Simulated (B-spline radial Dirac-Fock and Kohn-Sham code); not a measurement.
**Photoelectron lines of Ru⁵⁺ at 175 eV**

System: the Ru⁵⁺ ion, 1s2 2s2 2p6 3s2 3p6 3d10 4s2 4p6 4d3.

Input file task.json (cfg lists n, l and occupation; rrms is the nuclear radius in fm):

```json
{"items": [{
  "Z": 44,
  "q": 5,
  "cfg": [[1, 0, 2], [2, 0, 2], [2, 1, 6], [3, 0, 2], [3, 1, 6], [3, 2, 10], [4, 0, 2], [4, 1, 6], [4, 2, 3]],
  "A": 102,
  "rrms": 4.4809,
  "do": ["binding", "quiet", "photo"],
  "hv": [31.6, 40.0, 60.7, 83.3, 127.0, 175.0, 219.0, 299.0, 743.0, 1300.0, 2030.0, 3820.0, 4690.0, 5120.0, 5790.0, 8010.0, 8040.0, 10100.0, 12000.0, 13900.0, 19800.0, 28200.0, 29500.0, 99900.0]
}]}
```

Command: `python xray_run.py task.json out`

These are calculated numbers from a B-spline atomic structure program; the model is independent-particle photoionisation in a Dirac-Hartree-Slater potential with a Latter tail, all multipoles, thresholds from Dirac-Fock ΔSCF. The asymmetry parameter β is from the dipole term alone. Kinetic energies are from the vacuum level. Open shells are spread statistically over j, without multiplet splitting.

The last column is dσ/dΩ = σ/(4π) · [1 + β P₂(cos θ)] at θ = 0° from the polarisation vector of linearly polarised light.

```
subshell  electrons  binding (eV)  kinetic (eV)  σ (kb)     β  dσ/dΩ (kb/sr)
      4s          2         160.2         14.79     196  1.98           46.4
   4p1/2          2         125.8         49.18     129  0.36           14.0
   4p3/2          4         122.1         52.90       ?     ?              ?
   4d3/2        1.2         74.77         100.2     109  0.26           10.9
   4d5/2        1.8         74.30         100.7     167  0.33           17.7
```

Q: What are σ and β for 4p3/2?

A: σ = 312 kb, the largest of all subshells and 34 % of the total, and β = 0.44, which gives dσ/dΩ = 35.8 kb/sr.

At such low photon energies correlation between channels can change these cross sections by tens of per cent.

Run: 2.4 s of CPU time on 1 thread of Neoverse-V2 (shared host), peak memory 0.39 GiB.
